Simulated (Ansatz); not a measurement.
# Nudged elastic band run: F$_{2}$GeH$_{2}$

input.yaml

```yaml
crystal:
  periodic: [false, false, false]
  atoms:
    - { symbol: Ge, position_ang: [0.293924, -0.056661, 0.111562] }
    - { symbol: F, position_ang: [0.328544, -0.013037, 1.847323] }
    - { symbol: H, position_ang: [1.736826, 0.063979, -0.390071] }
    - { symbol: F, position_ang: [-0.558887, 1.378168, -0.368142] }
    - { symbol: H, position_ang: [-0.545706, -1.26635, -0.312773] }
basis:
  gaussian: { orbitals: def2-SVP }
hamiltonian:
  xc: b3lyp
neb:
  order_check: false
  images: 5
  f_tol: 0.03
  max_iterations: 60
  spring: 0.5
  final_atoms:
    - { symbol: Ge, position_ang: [0.38097591, -0.63825637, -0.80639175] }
    - { symbol: F, position_ang: [1.12894438, 0.00220385, 1.29476101] }
    - { symbol: H, position_ang: [0.70792111, 0.79682066, 0.9538013] }
    - { symbol: F, position_ang: [-0.00630994, 1.13221003, -0.45954578] }
    - { symbol: H, position_ang: [-0.95683046, -1.18687917, -0.09472578] }
  initial_path:
    images:
      - { positions_ang: [[0.293924, -0.056661, 0.111562], [0.328544, -0.013037, 1.847323], [1.736826, 0.063979, -0.390071], [-0.558887, 1.378168, -0.368142], [-0.545706, -1.26635, -0.312773]] }
      - { positions_ang: [[0.19606982, -0.03781151, 0.07420927], [0.57745102, -0.00867146, 1.74548083], [1.72376231, 0.04297211, -0.1180125], [-0.63620846, 1.37558952, -0.43239075], [-0.60637368, -1.26597967, -0.38138786]] }
      - { positions_ang: [[0.09821564, -0.01896201, 0.03685655], [0.82635804, -0.00430591, 1.64363866], [1.71069861, 0.02196522, 0.154046], [-0.71352993, 1.37301104, -0.49663949], [-0.66704137, -1.26560934, -0.45000272]] }
      - { positions_ang: [[0.00036146, -0.00011252, -0.00049618], [1.07526506, 5.963e-05, 1.54179649], [1.69763492, 0.00095833, 0.42610451], [-0.79085139, 1.37043257, -0.56088824], [-0.72770905, -1.26523901, -0.51861758]] }
      - { positions_ang: [[0.12723294, -0.21282714, -0.26912804], [1.09315817, 0.00077437, 1.45945133], [1.36773032, 0.26624578, 0.60200344], [-0.52933757, 1.29102505, -0.52710742], [-0.80408285, -1.23911906, -0.37732031]] }
      - { positions_ang: [[0.25410443, -0.42554175, -0.53775989], [1.11105127, 0.00148911, 1.37710617], [1.03782571, 0.53153322, 0.77790237], [-0.26782376, 1.21161754, -0.4933266], [-0.88045666, -1.21299912, -0.23602305]] }
      - { positions_ang: [[0.38097591, -0.63825637, -0.80639175], [1.12894438, 0.00220385, 1.29476101], [0.70792111, 0.79682066, 0.9538013], [-0.00630994, 1.13221003, -0.45954578], [-0.95683046, -1.18687917, -0.09472578]] }
```

Run as:

```bash
$ ansatz run input.yaml --threads 1 --pin off --max-ram 2048MiB --backend cpu --events-out ev --progress --plain --runs-dir out
```

Output, in part (warnings, iteration lines, the closing report on the highest movable image, with atoms numbered from 0):

```
NEB end point (image 0): max|allowed force component| = 2.193e-2 eV/Å (the criterion of neb.relax_end_points is 1.000e-2)
NEB end point (image 6): max|allowed force component| = 1.763e-2 eV/Å (the criterion of neb.relax_end_points is 1.000e-2)
NEB iter   1: max|band force component| = 1.104e1 eV/Å  barrier→ = 4.0100 eV  barrier← = 2.7375 eV  Δτ_max = 0.1983 Å  (170 SCF iters)
NEB iter   2: max|band force component| = 2.038e0 eV/Å  barrier→ = 2.8058 eV  barrier← = 1.5332 eV  Δτ_max = 0.1927 Å  (152 SCF iters)
NEB iter   3: max|band force component| = 1.432e0 eV/Å  barrier→ = 2.4056 eV  barrier← = 1.1330 eV  Δτ_max = 0.1941 Å  (140 SCF iters)
NEB iter   4: max|band force component| = 1.269e0 eV/Å  barrier→ = 2.5017 eV  barrier← = 1.2291 eV  Δτ_max = 0.1991 Å  (142 SCF iters)
NEB iter   5: max|band force component| = 1.785e0 eV/Å  barrier→ = 2.7965 eV  barrier← = 1.5239 eV  Δτ_max = 0.1033 Å  (147 SCF iters)
NEB iter   6: max|band force component| = 1.348e0 eV/Å  barrier→ = 2.4453 eV  barrier← = 1.1728 eV  Δτ_max = 0.1036 Å  (136 SCF iters)
NEB iter   7: max|band force component| = 1.895e0 eV/Å  barrier→ = 2.2247 eV  barrier← = 0.9521 eV  Δτ_max = 0.0493 Å  (137 SCF iters)
NEB iter   8: max|band force component| = 7.995e-1 eV/Å  barrier→ = 2.2822 eV  barrier← = 1.0096 eV  Δτ_max = 0.0989 Å  (133 SCF iters)
NEB iter   9: max|band force component| = 1.504e0 eV/Å  barrier→ = 2.4804 eV  barrier← = 1.2079 eV  Δτ_max = 0.0498 Å  (141 SCF iters)
NEB iter  10: max|band force component| = 9.564e-1 eV/Å  barrier→ = 2.5082 eV  barrier← = 1.2356 eV  CI = image 2  Δτ_max = 0.0998 Å  (133 SCF iters)
NEB iter  11: max|band force component| = 2.480e-1 eV/Å  barrier→ = 2.5749 eV  barrier← = 1.3023 eV  CI = image 2  Δτ_max = 0.0247 Å  (134 SCF iters)
NEB iter  12: max|band force component| = 1.053e-1 eV/Å  barrier→ = 2.5730 eV  barrier← = 1.3005 eV  CI = image 2  Δτ_max = 0.0163 Å  (131 SCF iters)
NEB iter  13: max|band force component| = 6.838e-2 eV/Å  barrier→ = 2.5729 eV  barrier← = 1.3003 eV  CI = image 2  Δτ_max = 0.0044 Å  (124 SCF iters)
NEB iter  14: max|band force component| = 1.547e-2 eV/Å  barrier→ = 2.5729 eV  barrier← = 1.3003 eV  CI = image 2  Δτ_max = 0.0000 Å  (230 SCF iters)
Total energy: -61973.45188382 eV, -2277.4823496160 hartree
Atom 0 at     0.238438    -0.083087    -0.339285 Å, force     0.000531     0.000900     0.004410 eV/Å
Atom 1 at     0.943614     0.000870     1.538328 Å, force    -0.001418    -0.000335    -0.002950 eV/Å
Atom 2 at     1.661275     0.068660     0.451873 Å, force    -0.000803    -0.000385    -0.001120 eV/Å
Atom 3 at    -0.764239     1.343876    -0.451644 Å, force     0.000562    -0.002251    -0.000232 eV/Å
Atom 4 at    -0.824386    -1.224221    -0.311374 Å, force     0.001127     0.002070    -0.000108 eV/Å
Dipole moment:     0.188874    -0.343130    -0.318654 e Å
```

The run converged. Neighbouring images differ by up to 1.7 eV, so the band resolves the path poorly. Another band between the same ends (5 images) ends at a top of the same energy, where a vibrational analysis finds 1 clearly imaginary mode. The orbitals stay closed-shell, which can raise the energy where a bond breaks towards radicals; this wasn't checked here.

Final band (atoms are numbered from 1 in the order of the input):

```
image  path coordinate (Å)  energy (kJ/mol)  Ge1–F2 (Å)  Ge1–H3 (Å)  F2–H3 (Å)
    0                 0.00              0.0        1.74        1.53       2.64
    1                 0.63             81.7        1.77        1.52       1.99
    2                 1.26            248.2        2.01        1.64       1.30
    3                 1.89            160.0        2.36        2.31       0.94
    4                 2.52            148.9        2.41        2.79       0.93
    5                 3.14            138.3        2.41        2.68       0.93
    6                 3.77            122.8        2.32        2.29       0.96
```

Time of the run: 2.3 min on 1 thread of Arm Neoverse V2 (shared host), peak memory 0.13 GiB.
